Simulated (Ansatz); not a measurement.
```yaml
crystal:
  periodic: [false, false, false]
  atoms:
    - {symbol: F, position_ang: [0.526079, -2.556780, 0.731657]}
    - {symbol: C, position_ang: [0.501899, -1.288373, 0.685242]}
    - {symbol: C, position_ang: [0.481317, -0.093465, 0.644540]}
    - {symbol: In, position_ang: [-1.327890, 0.661212, -1.847850]}
    - {symbol: F, position_ang: [-0.576941, 2.239177, -0.833084]}
    - {symbol: H, position_ang: [0.437536, 0.974229, 0.573293]}
basis:
  gaussian: {orbitals: def2-SVPD, fitting: {mean_field: cc-pVTZ-jkfit}}
hamiltonian: {xc: {name: BHLYP}, dispersion: d4}
```

```sh
$ ansatz run in.yaml --threads 2 --pin off --events-out ev --progress --plain --max-ram 4352MiB
```

Task: How does Ansatz answer? (An estimate is asked.)

Result: Computed: The program refused the input.
```
Functional definition: BHLYP
Error: <dir> the basis set cc-pVTZ-JKFIT has no functions for In
```
